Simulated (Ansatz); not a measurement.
Species: arsenic trifluoride, AsF$_{3}$, net charge 0, singlet state. 
Structure (B3LYP-D3(BJ)/def2-TZVP (Ansatz, a quantum-chemistry and plane-wave program) minimum search):
```
As
F 1 1.7294
F 1 1.7294 2 96.05
F 1 1.7294 2 96.05 3 -96.77
```

Property: atomisation energy (electronic, to ground-state atoms), in kJ/mol. Valence correlation only, unless marked. UHF or UKS for open shells. Spin-orbit coupling is left out. The frozen core is the preceding noble-gas configuration, with the filled d and f shells of earlier blocks. No relativistic terms. The coupled-cluster limit lacks core correlation, which all-electron functionals hold. CBS marks a two-point X^-3 extrapolation of the correlation energy; Hartree-Fock from the larger set. [CCSD(T)-MP2]/basis is that difference in the basis named.

| level | program | atomisation energy (kJ/mol) | minus last row | rough core time |
|---|---|---|---|---|
| HF/6-31G | Ansatz | 549.6 | -819.8 | - |
| revPBE/def2-TZVPD | Ansatz | 1344.2 | -25.2 | under 20 s |
| B3LYP/def2-TZVPD | Ansatz | 1343.8 | -25.6 | under 20 s |
| PBE0/STO-3G | Ansatz | 1112.6 | -256.8 | under 20 s |
| PBE0/def2-TZVP | Ansatz | 1321.9 | -47.5 | under 20 s |
| PBE0/def2-QZVPP | Ansatz | 1332.0 | -37.4 | under 20 s |
| MP2/cc-pVTZ | Ansatz | 1375.1 | 5.7 | - |
| RI-MP2/aug-cc-pVTZ | Ansatz | 1410.8 | 41.4 | under 20 s |
| CCSD/STO-3G | Ansatz | 705.6 | -663.8 | - |
| RI-MP2/CBS(aug-cc-pVTZ,aug-cc-pVQZ)+[CCSD(T)-MP2]/aug-cc-pVTZ | Ansatz | 1369.4 | 0.0 | 50 s |

Core times are rough, on shared machines, summed over the molecules involved; a dash marks a level read off another run, or run on other hardware, by another program or under a memory cap.
